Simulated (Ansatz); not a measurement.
Ideal-gas functions of GeI$_{4}$, SMILES `[I][Ge]([I])([I])[I]` at 400 K and 1 bar, from an Ansatz frequency run at PBE0-D4/def2-TZVP.

Molar mass 580.23 g/mol, point group Td (symmetry number 12), electronic degeneracy 1, moments of inertia 2119.21, 2119.276, 2119.326 u Å². Harmonic wavenumbers (cm⁻¹, unscaled): 53, 53, 79, 79, 79, 164, 272, 272, 272.

Use S(trans) = R[1.5 ln M + 2.5 ln T − 1.1517]; rotational temperatures θ = 24.2544 K / I; S(rot) = R[ln(√π/σ · √(T³/θAθBθC)) + 1.5]; for each mode x = 1.438777 ν̃/T, S = R[x/(eˣ − 1) − ln(1 − e⁻ˣ)] and H = RT x/(eˣ − 1); 1 cm⁻¹ = 0.0119627 kJ/mol; R = 8.31446 J/(mol·K).

By hand: the entropy, in J/(mol·K).

Translation 194.3. Rotation: θ = 0.0114, 0.0114, 0.0114 K, giving 127.1. Vibration, mode by mode: 22.11, 22.11, 18.80, 18.80, 18.80, 12.82, 8.82, 8.82, 8.82, in all 139.9. Electronic 0.0. Sum 461.3 J/(mol·K).

By hand: H − E and G − E in kJ/mol, counted from the electronic energy.

Zero-point energy ½ × 1323 × 0.0119627 = 7.9; thermal vibration 23.0; translation, rotation and pV give 4 RT = 13.3. H − E = 44.2 kJ/mol, and G − E = 44.2 − 400 × 461.3/1000 = -140.3 kJ/mol.

Vibration gives 30 % of the entropy, 100.6 J/(mol·K) of it from the modes under 150 cm⁻¹: soft modes count most, and the harmonic formula is weakest for them.
